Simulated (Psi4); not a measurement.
F2Ge (SMILES [F][Ge][F]), singlet, geometry from GFN2-xTB; HF/cc-pVDZ (Psi4).

Psi4 was given this input:
```
memory 2 GB

molecule {
0 1
  Ge    0.01332486   -0.01119836    0.43892087
  F     0.62471047    1.17087434   -0.77062296
  F    -0.67208775   -1.13105795   -0.78998457
}

set basis cc-pvdz

energy('scf')
print_variables()
```

Write the output that Psi4 gives for this input, abridged.


```
   => Loading Basis Set <=

    Name: CC-PVDZ
    Role: ORBITAL
    Keyword: BASIS

         ---------------------------------------------------------
                                   SCF
               by Justin Turney, Rob Parrish, Andy Simmonett
                          and Daniel G. A. Smith
                              RHF Reference
         ---------------------------------------------------------

  ==> Geometry <==

    Molecular point group: cs
    Full point group: Cs

    Geometry (in Angstrom), charge = 0, multiplicity = 1:

       Center              X                  Y                   Z               Mass
    ------------   -----------------  -----------------  -----------------  -----------------
         GE           0.003037985018    -0.414248051875     0.000000000000    73.921177761000
         F           -1.326949381327     0.796213890630     0.000000000000    18.998403162730
         F            1.315128838905     0.815590197193     0.000000000000    18.998403162730

  Running in cs symmetry.

  Rotational constants: A =      0.45116  B =      0.25421  C =      0.16260 [cm^-1]
  Rotational constants: A =  13525.43468  B =   7621.06027  C =   4874.47934 [MHz]
  Nuclear repulsion =  185.714415621977082

  Charge       = 0
  Multiplicity = 1
  Electrons    = 50
  Nalpha       = 25
  Nbeta        = 25

  ==> Algorithm <==

  SCF Algorithm Type is DF.
  DIIS enabled.
  MOM disabled.
  Fractional occupation disabled.
  Guess Type is SAD.
  Energy threshold   = 1.00e-06
  Density threshold  = 1.00e-06
  Integral threshold = 1.00e-12

  ==> Primary Basis <==

  Basis Set: CC-PVDZ
    Blend: CC-PVDZ
    Number of shells: 23
    Number of basis functions: 55
    Number of Cartesian functions: 59
    Spherical Harmonics?: true
    Max angular momentum: 2

   => Loading Basis Set <=

    Name: (CC-PVDZ AUX)
    Role: JKFIT
    Keyword: DF_BASIS_SCF

  ==> Integral Setup <==

  SCF_SUBTYPE=INCORE selected. In-core MEM_DF algorithm will be used.
  Using in-core AOs.

  ==> MemDFJK: Density-Fitted J/K Matrices <==

    J tasked:                   Yes
    K tasked:                   Yes
    wK tasked:                   No
    Algorithm:                 Core
    Schwarz Cutoff:           1E-12
    Mask sparsity (%):       0.0000
    Fitting Condition:        1E-10

   => Auxiliary Basis Set <=

  Basis Set: (CC-PVDZ AUX)
    Blend: CC-PVDZ-JKFIT
    Number of shells: 95
    Number of basis functions: 311
    Number of Cartesian functions: 371
[...]

   @DF-RHF iter SAD: -2268.69453018365857   -2.26869e+03   0.00000e+00
   @DF-RHF iter   1: -2273.45008528952849   -4.75556e+00   2.07742e-02 ADIIS/DIIS
   @DF-RHF iter   2: -2273.74334385581915   -2.93259e-01   4.03240e-03 ADIIS/DIIS
   @DF-RHF iter   3: -2273.75211921796063   -8.77536e-03   6.98488e-04 ADIIS/DIIS
   @DF-RHF iter   4: -2273.75254435582428   -4.25138e-04   3.25234e-04 ADIIS/DIIS
   @DF-RHF iter   5: -2273.75262860145403   -8.42456e-05   4.16715e-05 DIIS
   @DF-RHF iter   6: -2273.75263121907028   -2.61762e-06   7.36889e-06 DIIS
   @DF-RHF iter   7: -2273.75263133761155   -1.18541e-07   1.66484e-06 DIIS
   @DF-RHF iter   8: -2273.75263134321540   -5.60385e-09   3.06386e-07 DIIS
  Energy and wave function converged.

  ==> Post-Iterations <==

    Orbital Energies [Eh]
    ---------------------

    Doubly Occupied:

[...]
      19Ap    -0.441868

    Virtual:

[...]
    Final Occupation by Irrep:
             Ap   App
    DOCC [    19,    6 ]
    NA   [    19,    6 ]
    NB   [    19,    6 ]

  @DF-RHF Final Energy: -2273.75263134321540

   => Energetics <=

    Nuclear Repulsion Energy =            185.7144156219770821
    One-Electron Energy =               -3542.6311220812731335
    Two-Electron Energy =                1083.1640751160807667
    Total Energy =                      -2273.7526313432153984

Computation Completed

Properties will be evaluated at   0.000000,   0.000000,   0.000000 [a0]

Properties computed using the SCF density matrix

 Multipole Moments:

 ------------------------------------------------------------------------------------
     Multipole            Electronic (a.u.)      Nuclear  (a.u.)        Total (a.u.)
 ------------------------------------------------------------------------------------

 L = 1.  Multiply by 2.5417464519 to convert [e a0] to [Debye]
 Dipole X            :          0.0272334           -0.0173276            0.0099059
 Dipole Y            :         -3.7134503            2.3627229           -1.3507274
 Dipole Z            :          0.0000000            0.0000000            0.0000000
 Magnitude           :                                                    1.3507637

 ------------------------------------------------------------------------------------

  Variable Map:
  ----------------------------------------------------------------------------
[...]
  Array Variable Map:
  ----------------------------------------------------------------------------
[...]
[...]
```
